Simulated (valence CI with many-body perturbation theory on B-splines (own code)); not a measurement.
**Questions on Os XLV**

Calculated by valence CI with perturbative core correlation (CI+MBPT): four valence electrons over a frozen Dirac-Fock core [Ar] 3d10, radial functions for each j: 9 s, 9 p, 8 d, 6 f, 3 g, 1 h, with the one-electron correlation potential Σ1 (screened to all orders), the two-electron term Σ2, the three-electron term Σ3, Breit, model QED; selected single and double excitations, second order for the rest, scaled by the run's own slope (own B-spline code, finite nucleus).

The last digits are not significant, and no measured levels were compared; by estimate large intervals hold to a few tenths of a per cent, small ones and those within an open d or f shell to about a per cent.

Levels are named by their leading jj configuration (3d3/2^4 stands for four electrons in 3d with j = 3/2), which in mixed levels can hold well under half, so a name can repeat and another be missing.

Rates and lifetimes use the calculated energies. Strong lines usually hold to 10 to 20 %, long lifetimes can be off by a factor of two.

**Question.** What is the ground level?

**Answer.** (4s^2 4p1/2^2) J=0, composition 70 % 4s2 4p2 3P + 30 % 4s2 4p2 1S.

**Question.** What is the ionisation energy?

**Answer.** 2338.1 eV; NIST lists 2336 ± 4 eV (theoretical).

**Question.** What are the static dipole polarisabilities of the lowest levels?

**Answer.** (4s^2 4p1/2^2) J=0 0.0260 bohr³, of which the core gives 0.00183.

**Question.** Name the longest-lived excited levels whose lifetime is computed, and their main decay.

**Answer.** (4s^2 4p1/2 4p3/2) J=2 at 110.68 eV lives 3.80 μs, mostly by E2 to (4s^2 4p1/2^2) J=0; (4s^2 4p3/2 4d5/2) J=4 at 402.39 eV lives 153 ns, mostly by M1 to (4s^2 4p1/2 4d5/2) J=3; (4s^2 4p1/2 4p3/2) J=1 at 106.22 eV lives 129 ns, mostly by M1 to (4s^2 4p1/2^2) J=0.

**Question.** How well does LS coupling describe the low levels?

**Answer.** Among the lowest 20 levels the leading LS term, summed over configurations, holds 59 % on average. For single configurations the figures are 57 % in LS and 92 % in jj coupling. Terms mix most in the J = 2 level at 372.49 eV, where the leading one holds 29 %.

**Question.** Among levels below 458.72 eV, which E1 lines absorb most strongly from the ground level?

**Answer.** to (4s^2 4p1/2 4d3/2) J=1 at 4.343 nm, f = 1.66; to (4s 4p1/2^2 4p3/2) J=1 at 5.566 nm, f = 0.555; to (4s 4p1/2 4p3/2^2) J=1 at 3.722 nm, f = 0.00778.

**Question.** Where does the other parity begin?

**Answer.** At (4s 4p1/2^2 4p3/2) J=2, 207.49 eV.
